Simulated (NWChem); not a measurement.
System: sulfur hexafluoride (SF₆); SMILES FS(F)(F)(F)(F)F

The following NWChem deck was run.

```
start job
memory heap 200 mb stack 900 mb global 1100 mb
geometry units angstroms noautoz
  F      0.745193     0.976465    -0.994837
  S      0.000000     0.000000     0.000000
  F      1.382398    -0.662784     0.384965
  F     -0.179325    -1.051549    -1.166442
  F     -1.382398     0.662784    -0.384965
  F      0.179325     1.051549     1.166442
  F     -0.745193    -0.976465     0.994837
end
basis spherical
  * library 6-31g*
end
dft
  xc b3lyp
  iterations 150
  mulliken
end
task dft energy
```

Excerpt of the output:

```
             Northwest Computational Chemistry Package (NWChem) 7.3.0
             --------------------------------------------------------

 CI  symmetry detected

                             Geometry "geometry" -> ""
                             -------------------------

 Output coordinates in angstroms (scale by  1.889725989 to convert to a.u.)

  No.       Tag          Charge          X              Y              Z
 ---- ---------------- ---------- -------------- -------------- --------------
    1 F                    9.0000     0.79503383     0.80452746    -1.10415304
    2 S                   16.0000     0.00000000     0.00000000     0.00000000
    3 F                    9.0000     1.21810631    -0.99588313     0.15145536
    4 F                    9.0000    -0.61857163    -0.92707934    -1.12088926
    5 F                    9.0000    -1.21810631     0.99588313    -0.15145536
    6 F                    9.0000     0.61857163     0.92707934     1.12088926
    7 F                    9.0000    -0.79503383    -0.80452746     1.10415304

 Effective nuclear repulsion energy (a.u.)     560.0250825693

      Symmetry information
      --------------------

 Group name             Ci
 Group number              3
 Group order               2
 No. of unique centers     4

                                 NWChem DFT Module
                                 -----------------

 Summary of "ao basis" -> "ao basis" (spherical)
 ------------------------------------------------------------------------------
       Tag                 Description            Shells   Functions and Types
 ---------------- ------------------------------  ------  ---------------------
 F                           6-31g*                  6       14   3s2p1d
 S                           6-31g*                  8       18   4s3p1d

      Symmetry analysis of basis
      --------------------------

        ag         51
        au         51

            General Information
            -------------------
          SCF calculation type: DFT
          Wavefunction type:  closed shell.
          No. of atoms     :     7
          No. of electrons :    70
           Alpha electrons :    35
            Beta electrons :    35
          Charge           :     0
          Spin multiplicity:     1
          Use of symmetry is: on ; symmetry adaption is: on
          Maximum number of iterations: 150
          AO basis - number of functions:   102
                     number of shells:    44
          Convergence on energy requested:  1.00D-06
          Convergence on density requested:  1.00D-05
          Convergence on gradient requested:  5.00D-04

              XC Information
              --------------
                         B3LYP Method XC Potential
                     Hartree-Fock (Exact) Exchange  0.200
                        Slater Exchange Functional  0.800 local
                    Becke 1988 Exchange Functional  0.720 non-local
              Lee-Yang-Parr Correlation Functional  0.810
                  VWN I RPA Correlation Functional  0.190 local

             Grid Information
             ----------------
          Grid used for XC integration:  medium
          Radial quadrature: Mura-Knowles
          Angular quadrature: Lebedev.
          Tag              B.-S. Rad. Rad. Pts. Rad. Cut. Ang. Pts.
          ---              ---------- --------- --------- ---------
          F                   0.50       49           7.0       434
          S                   1.00       88           5.0       590
          Grid pruning is: on
          Number of quadrature shells:   235
          Spatial weights used:  Erf1

      Superposition of Atomic Density Guess
      -------------------------------------

 Sum of atomic energies:        -993.68967309

      Non-variational initial energy
      ------------------------------

 Total energy =    -995.413875
 1-e energy   =   -2503.089549
 2-e energy   =     947.650591
 HOMO         =      -0.559031
 LUMO         =       0.055260

      Symmetry analysis of molecular orbitals - initial
      -------------------------------------------------

  Numbering of irreducible representations:

     1 ag          2 au

  Orbital symmetries:

     1 ag          2 ag          3 au          4 au          5 au
     6 ag          7 ag          8 ag          9 au         10 au
    11 au         12 ag         13 au         14 au         15 au
    16 ag         17 ag         18 ag         19 au         20 au
    21 au         22 ag         23 ag         24 ag         25 ag
    26 ag         27 au         28 au         29 au         30 au
    31 au         32 au         33 ag         34 ag         35 ag
    36 ag         37 au         38 au         39 au         40 ag
    41 au         42 au         43 au         44 ag         45 ag

     ---------------------------------------------
      Total Density - Mulliken Population Analysis
     ---------------------------------------------

    Atom       Charge   Shell Charges
 -----------   ------   -------------------------------------------------------
    1 F    9     9.54   2.00  0.95  3.41  1.01  2.17  0.01
    2 S   16    12.78   2.00  2.00  5.97  0.84  1.42 -0.01  0.17  0.39
    3 F    9     9.54   2.00  0.95  3.41  1.01  2.17  0.01
    4 F    9     9.54   2.00  0.95  3.41  1.01  2.17  0.01
    5 F    9     9.54   2.00  0.95  3.41  1.01  2.17  0.01
    6 F    9     9.54   2.00  0.95  3.41  1.01  2.17  0.01
    7 F    9     9.54   2.00  0.95  3.41  1.01  2.17  0.01

   convergence    iter        energy       DeltaE   RMS-Dens  Diis-err
 ---------------- ----- ----------------- --------- --------- ---------
 d= 0,ls=0.0,diis     1   -996.7361269866 -1.56D+03  2.75D-02  3.47D+00
 d= 0,ls=0.0,diis     2   -996.3696642982  3.66D-01  1.60D-02  8.61D+00
 d= 0,ls=0.0,diis     3   -997.0951540059 -7.25D-01  1.19D-03  3.81D-02
 d= 0,ls=0.0,diis     4   -997.0975519888 -2.40D-03  3.36D-04  6.97D-03
 d= 0,ls=0.0,diis     5   -997.0980671163 -5.15D-04  6.86D-06  1.02D-06
 d= 0,ls=0.0,diis     6   -997.0980671906 -7.43D-08  1.32D-06  1.93D-08

         Total DFT energy =     -997.098067190607
      One electron energy =    -2498.157038580860
           Coulomb energy =     1029.747369578925
    Exchange-Corr. energy =      -88.713480757992
 Nuclear repulsion energy =      560.025082569319

 Numeric. integr. density =       69.999996814378

                  Occupations of the irreducible representations
                  ----------------------------------------------

                     irrep           alpha         beta
                     --------     --------     --------
                     ag               17.0         17.0
                     au               18.0         18.0

                       DFT Final Molecular Orbital Analysis
                       ------------------------------------

 Vector   33  Occ=2.000000D+00  E=-4.258794D-01  Symmetry=ag
              MO Center= -4.5D-16,  6.0D-16, -3.3D-15, r^2= 2.9D+00
   Bfn.  Coefficient  Atom+Function         Bfn.  Coefficient  Atom+Function
  ----- ------------  ---------------      ----- ------------  ---------------
     5      0.240800  1 F  pz                93     -0.240800  7 F  pz
     4      0.235753  1 F  py                51     -0.234917  4 F  pz
    79      0.234917  6 F  pz                92     -0.235753  7 F  py
    49      0.231854  4 F  px                77     -0.231854  6 F  px
     9      0.160439  1 F  pz                97     -0.160439  7 F  pz

 Vector   34  Occ=2.000000D+00  E=-4.258791D-01  Symmetry=ag
              MO Center= -4.3D-14, -9.8D-15, -4.1D-14, r^2= 2.9D+00
   Bfn.  Coefficient  Atom+Function         Bfn.  Coefficient  Atom+Function
  ----- ------------  ---------------      ----- ------------  ---------------
    50      0.259722  4 F  py                78     -0.259722  6 F  py
    37     -0.230764  3 F  pz                65      0.230764  5 F  pz
    49     -0.229142  4 F  px                77      0.229142  6 F  px
    36     -0.216532  3 F  py                64      0.216532  5 F  py
    54      0.173046  4 F  py                82     -0.173046  6 F  py

 Vector   35  Occ=2.000000D+00  E=-4.258788D-01  Symmetry=ag
              MO Center=  1.2D-14,  6.3D-15, -9.9D-15, r^2= 2.9D+00
   Bfn.  Coefficient  Atom+Function         Bfn.  Coefficient  Atom+Function
  ----- ------------  ---------------      ----- ------------  ---------------
     3      0.290303  1 F  px                91     -0.290303  7 F  px
    37      0.271320  3 F  pz                65     -0.271320  5 F  pz
     4     -0.196283  1 F  py                92      0.196283  7 F  py
     7      0.193421  1 F  px                95     -0.193421  7 F  px
    41      0.180774  3 F  pz                69     -0.180774  5 F  pz

 Vector   36  Occ=0.000000D+00  E=-6.444534D-02  Symmetry=ag
              MO Center= -1.1D-16,  2.2D-17, -4.8D-17, r^2= 2.1D+00
   Bfn.  Coefficient  Atom+Function         Bfn.  Coefficient  Atom+Function
  ----- ------------  ---------------      ----- ------------  ---------------
    20      0.998166  2 S  s                 24      0.472190  2 S  s
    16     -0.297183  2 S  s                 35      0.198849  3 F  px
    63     -0.198849  5 F  px                 6     -0.186973  1 F  s
    38     -0.186972  3 F  s                 52     -0.186972  4 F  s
    66     -0.186972  5 F  s                 80     -0.186972  6 F  s

[...]
```

Level: B3LYP/6-31G* (spherical d). The geometry was optimised at PBE0/def2-SVP.
